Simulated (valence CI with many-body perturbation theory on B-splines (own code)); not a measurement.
E1 transitions of Ag6+

Computed by configuration interaction combined with many-body perturbation theory (CI+MBPT): five valence electrons over a frozen Dirac-Fock core [Kr], a basis of 7 s, 7 p, 8 d, 6 f, 4 g, 1 h functions for each j, with the one-electron correlation potential Σ1 (screened to all orders), the two-electron term Σ2, the three-electron term Σ3, Breit, model QED; selected single and double excitations, second order for the rest, scaled by the run's own slope (own B-spline code, finite nucleus).

Against 33 measured levels this calculation errs by 361 cm⁻¹ on average and by 1025 at most. These come from a selection out of Gamrath, thesis, University of Mons (2023). Levels without a partner in it may be off by more, other configurations by 1,000 to 8,000 cm⁻¹. Among the levels kept, up to 1400 cm⁻¹ of a level comes from second order outside the variational space, and about a tenth of that is noise between levels of different J, which matters for small intervals. The list stops below the first excitations out of the core.

Lines 1 to 50 of 174 in falling wavelength, among levels below 328750 cm⁻¹, chosen from the strongest by gf and those to the six lowest levels. Wavelengths and rates use the calculated energies, so an error of 400 cm⁻¹ moves a line at 929.8 nm by 3.7 % and its rate by three times that or more. Electric multipoles are in the length gauge, E1 and E2 with the static RPA response of the core. Weak lines are less certain than strong ones. Lines between different terms over intervals too small for the method are left out, as are lines whose strength nearly cancels. The highest levels of a list are the least certain.

Names give the largest LS component (configuration and term), which can be under half, so a name can repeat, a term be missing and a line seem to break the LS rules; names also repeat where a configuration has a term twice. Letters in brackets count levels of one name in rising energy.

| λ vac (nm) | Upper | Lower | A (s⁻¹) | log gf | Branch % |
| --- | --- | --- | --- | --- | --- |
| 929.8 | 4d4 5p 6F°_1/2 | 4d4 5s 2P_1/2 [b] | 9.73e-01 | -7.60 | 0.0 |
| 821.3 | 4d4 5p 6F°_3/2 | 4d4 5s 2P_1/2 [b] | 8.36e+00 | -6.47 | 0.0 |
| 733.2 | 4d4 5p 4P°_1/2 | 4d4 5s 2P_1/2 [b] | 2.04e+02 | -5.48 | 0.0 |
| 683.3 | 4d4 5p 6F°_5/2 | 4d4 5s 2G_7/2 [d] | 1.88e+00 | -7.10 | 0.0 |
| 671.7 | 4d4 5p 6F°_1/2 | 4d4 5s 2P_3/2 [b] | 5.84e+01 | -6.10 | 0.0 |
| 664.2 | 4d4 5p 6F°_3/2 | 4d4 5s 2F_5/2 [c] | 2.15e+00 | -7.25 | 0.0 |
| 613.2 | 4d4 5p 6F°_3/2 | 4d4 5s 2P_3/2 [b] | 1.04e+01 | -6.63 | 0.0 |
| 586.2 | 4d4 5p 6F°_5/2 | 4d4 5s 2F_5/2 [c] | 2.39e+00 | -7.13 | 0.0 |
| 562.7 | 4d4 5p 4P°_1/2 | 4d4 5s 2P_3/2 [b] | 1.07e+03 | -4.99 | 0.0 |
| 548.5 | 4d4 5p 6F°_5/2 | 4d4 5s 2F_7/2 [b] | 2.07e+00 | -7.25 | 0.0 |
| 546.1 | 4d4 5p 6F°_5/2 | 4d4 5s 2P_3/2 [b] | 3.03e+01 | -6.09 | 0.0 |
| 535.2 | 4d4 5p 6F°_1/2 | 4d4 5s 4P_1/2 [b] | 1.20e+03 | -4.99 | 0.0 |
| 497.4 | 4d4 5p 6F°_3/2 | 4d4 5s 4P_1/2 [b] | 6.93e+02 | -4.99 | 0.0 |
| 472.6 | 4d4 5p 6F°_1/2 | 4d4 5s 4P_3/2 [b] | 9.11e+02 | -5.21 | 0.0 |
| 463.6 | 4d4 5p 4P°_1/2 | 4d4 5s 4P_1/2 [b] | 3.72e+03 | -4.62 | 0.0 |
| 449.4 | 4d4 5p 6F°_1/2 | 4d4 5s 4F_3/2 [b] | 6.54e+02 | -5.40 | 0.0 |
| 442.9 | 4d4 5p 6F°_3/2 | 4d4 5s 4P_3/2 [b] | 1.88e+03 | -4.65 | 0.0 |
| 434.7 | 4d4 5p 6F°_3/2 | 4d4 5s 4F_5/2 [b] | 6.35e-01 | -8.14 | 0.0 |
| 422.4 | 4d4 5p 6F°_3/2 | 4d4 5s 4F_3/2 [b] | 6.23e+01 | -6.18 | 0.0 |
| 415.9 | 4d4 5p 4P°_1/2 | 4d4 5s 4P_3/2 [b] | 3.23e+04 | -3.78 | 0.0 |
| 406.8 | 4d4 5p 6F°_5/2 | 4d4 5s 4P_3/2 [b] | 1.87e+03 | -4.55 | 0.0 |
| 400.6 | 4d4 5p 6F°_5/2 | 4d4 5s 4F_7/2 [b] | 5.50e+00 | -7.10 | 0.0 |
| 399.9 | 4d4 5p 6F°_5/2 | 4d4 5s 4F_5/2 [b] | 6.38e+01 | -6.04 | 0.0 |
| 397.8 | 4d4 5p 4P°_1/2 | 4d4 5s 4F_3/2 [b] | 5.28e+03 | -4.60 | 0.0 |
| 389.8 | 4d4 5p 6F°_3/2 | 4d4 5s 4P_5/2 [b] | 1.41e+02 | -5.89 | 0.0 |
| 389.5 | 4d4 5p 6F°_5/2 | 4d4 5s 4F_3/2 [b] | 7.65e+02 | -4.98 | 0.0 |
| 361.5 | 4d4 5p 6F°_5/2 | 4d4 5s 4P_5/2 [b] | 6.93e+02 | -5.09 | 0.0 |
| 332.8 | 4d4 5p 6F°_3/2 | 4d4 5s 2F_5/2 [b] | 8.11e+01 | -6.27 | 0.0 |
| 318.8 | 4d4 5p 6F°_1/2 | 4d4 5s 2D_3/2 [b] | 6.72e+02 | -5.69 | 0.0 |
| 312.0 | 4d4 5p 6F°_5/2 | 4d4 5s 2F_5/2 [b] | 8.59e+00 | -7.12 | 0.0 |
| 307.2 | 4d4 5p 6F°_5/2 | 4d4 5s 2F_7/2 [a] | 7.86e+01 | -6.18 | 0.0 |
| 305.0 | 4d4 5p 6F°_3/2 | 4d4 5s 2D_3/2 [b] | 9.44e+01 | -6.28 | 0.0 |
| 297.2 | 4d4 5p 6F°_3/2 | 4d4 5s 2D_5/2 [b] | 9.25e+00 | -7.31 | 0.0 |
| 292.4 | 4d4 5p 6F°_1/2 | 4d4 5s 2S_1/2 | 5.19e+02 | -5.88 | 0.0 |
| 291.9 | 4d4 5p 4P°_1/2 | 4d4 5s 2D_3/2 [b] | 1.85e+04 | -4.32 | 0.0 |
| 287.4 | 4d4 5p 6F°_5/2 | 4d4 5s 2D_3/2 [b] | 1.14e+02 | -6.07 | 0.0 |
| 280.7 | 4d4 5p 6F°_3/2 | 4d4 5s 2S_1/2 | 4.31e+02 | -5.69 | 0.0 |
| 280.5 | 4d4 5p 6F°_5/2 | 4d4 5s 2D_5/2 [b] | 5.41e+01 | -6.42 | 0.0 |
| 270.9 | 4d4 5p 6F°_1/2 | 4d4 5s 2D_3/2 [a] | 3.33e-01 | -9.13 | 0.0 |
| 269.6 | 4d4 5p 4P°_1/2 | 4d4 5s 2S_1/2 | 2.42e+03 | -5.28 | 0.0 |
| 260.8 | 4d4 5p 6F°_3/2 | 4d4 5s 2D_3/2 [a] | 3.10e+02 | -5.90 | 0.0 |
| 252.9 | 4d4 5p 6F°_3/2 | 4d4 5s 2D_5/2 [a] | 1.18e+02 | -6.34 | 0.0 |
| 251.2 | 4d4 5p 4P°_1/2 | 4d4 5s 2D_3/2 [a] | 3.62e+02 | -6.16 | 0.0 |
| 249.2 | 4d4 5p 6F°_5/2 | 4d4 5s 2G_7/2 [c] | 1.58e+03 | -5.05 | 0.0 |
| 247.9 | 4d4 5p 6F°_5/2 | 4d4 5s 2D_3/2 [a] | 7.00e-01 | -8.41 | 0.0 |
| 240.7 | 4d4 5p 6F°_5/2 | 4d4 5s 2D_5/2 [a] | 2.37e+02 | -5.91 | 0.0 |
| 240.2 | 4d4 5p 6F°_1/2 | 4d4 5s 2P_3/2 [a] | 1.80e+03 | -5.51 | 0.0 |
| 232.3 | 4d4 5p 6F°_3/2 | 4d4 5s 2P_3/2 [a] | 1.06e+03 | -5.46 | 0.0 |
| 230.1 | 4d4 5p 6F°_1/2 | 4d4 5s 4D_1/2 [b] | 2.00e+04 | -4.50 | 0.0 |
| 224.7 | 4d4 5p 4P°_1/2 | 4d4 5s 2P_3/2 [a] | 4.77e+02 | -6.14 | 0.0 |

(1) How does gf follow from A for the line at 247.9 nm?

Answers

(1) gf = 1.4992 × (2J+1)_upper × A / σ², with σ = 40343 cm⁻¹ and 2J+1 = 6: gf = 3.87e-09.
